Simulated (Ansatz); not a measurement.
`BN(B)CC` + `BNC` → `BN(B)C` + `BNCC` at 500 K and 1 bar (ligand exchange at a B–N bond).

Gas-phase electronic energies from Ansatz, PBE0-D4/def2-TZVP geometries. CCSD(T)/CBS is the MP2 limit (def2-TZVPP, def2-QZVPP) plus CCSD(T) − MP2 in def2-TZVPP, frozen cores. This one scheme is used for every species. Each species was taken in one conformer, which may not be the lowest.

| species | CCSD(T)/CBS energy (Eh) | H − E (kJ/mol) | S (J/(mol·K)) |
| --- | --- | --- | --- |
| `BN(B)CC` | -185.85795 | 353.6 | 396.8 |
| `BNC` | -121.18426 | 231.8 | 309.7 |
| `BN(B)C` | -146.59307 | 270.0 | 361.5 |
| `BNCC` | -160.44809 | 315.3 | 355.2 |

H − E and S are ideal-gas, rigid-rotor, harmonic terms from PBE0-D4/def2-TZVP, for one conformer and one mirror image of each species. 1 Eh = 2625.50 kJ/mol, R = 8.31446 J/(mol·K).

Problem. By hand: ΔE, ΔH, ΔS and ΔG.

Solution. ΔE = (-146.59307) + (-160.44809) − (-185.85795) − (-121.18426) = 0.00105 Eh = 2.8 kJ/mol. Δ(H − E) = 270.0 + 315.3 − 353.6 − 231.8 = -0.1, so ΔH = 2.7 kJ/mol. ΔS = 361.5 + 355.2 − 396.8 − 309.7 = 10.2 J/(mol·K). ΔG = 2.7 − 500 × (10.2)/1000 = -2.4 kJ/mol.

Problem. By hand: the equilibrium constant, and the temperature at which ΔG would vanish if ΔH and ΔS stayed fixed.

Solution. log₁₀ K = −ΔG/(RT ln 10) = 0.3. ΔG = 0 at ΔH/ΔS = 265 K, though so small a ΔH makes that figure unsure.

TΔS isn't small against ΔH here. The sign of ΔG lies within the doubt. A doubt of 5 kJ/mol in ΔE shifts log₁₀ K by 0.5 here. Other conformers and mirror images would add mixing entropy, several J/(mol·K) or more a flexible species. Modes under 60 cm⁻¹, often nearly free rotors, make the harmonic entropy too high. These are equilibria of isolated gas molecules and say nothing of rates. Largest T1 diagnostic: 0.012 (customary marks: 0.02 for closed shells, 0.045 for open ones).
